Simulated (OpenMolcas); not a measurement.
# Pd2+: moving or changing the point charges

Pd2+ among 4 point charges of -1.5 e arranged as a square (D4h), 1.86 Å from the ion.

```yaml
Program: OpenMolcas 26.06
Method: "SS-CASPT2, IPEA 0.25 Eh, imaginary shift 0.1 Eh (closed shells correlated: 4s 4p)"
Basis: ANO-RCC-VTZP [7s6p4d2f1g]
Scalar_Hamiltonian: DKH2, point nucleus
Active_space: 8 electrons in 5 orbitals (4d)
State_averaging: 2S+1 = 3 even, 10 roots; 2S+1 = 1 even, 15 roots
Spin-orbit_coupling: state interaction with AMFI integrals over the reference wave functions
```

Runs around this geometry, states (labels of D4, the rotations of D4h). Energies in cm-1 above the lowest state or level, χT in cm3 K/mol.

```csv
R (Å),q (e),Ground state,First state of that spin,First gap with spin-orbit (degeneracies),χT at 300 K,First state of another spin
1.86,-1.2,3A2,3E 1910,"780 (1, 2)",1.024,1A1 4660
1.86,-1.5,3A2,3E 4200,"960 (1, 2)",0.597,1A1 3710
2.01,-1.5,3A2,3E 2080,"750 (1, 2)",1.047,1A1 5540
```

Taking the first state of the same spin as R^-n, n = -ln(2080 / 4200) / ln(2.01 / 1.86) = 9.1 between the shortest and longest distance.

Scaling the charges by -1.2 / -1.5 = 0.80 scales the first state of the same spin by 1910 / 4200 = 0.45; with fixed orbitals a first-order splitting would follow the charge.

This shell can be high or low spin here, a state of another spin lies low, and with metal d orbitals alone active their balance is uncertain, so the ground spin may be wrong. Point charges give a weaker field than real ligands, and real ions of this kind are as a rule low spin; the high spin found here belongs to the model. Free-ion shares, where given, are those of the reference states; single-state CASPT2 does not remix them. This is an electrostatic model: the charges have no orbitals. No measured value stands beside these numbers.
